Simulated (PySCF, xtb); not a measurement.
H₄O₄Ti, SMILES [OH][Ti]([OH])([OH])[OH], multiplicity 1.

xtb with GFN2-xTB at its own geometry gives an orbital gap of 4.82 eV and a dipole moment of 0.03 D.

The structure is a stationary point at B3LYP-D3(BJ)/def2-SVP. The multiplicity is an assumed one; other spin states were not compared. The isomer is the one that the SMILES or the coordinates give; other isomers of the formula were not compared. Other conformers were not sampled.

**Question.** What does M06-2X/def2-TZVP (PySCF) give? (Estimate from the structure and the level; the computed values follow.)

**Answer.** gap 10.75 eV (levels -10.77 and -0.03 eV), dipole 0.00 D.
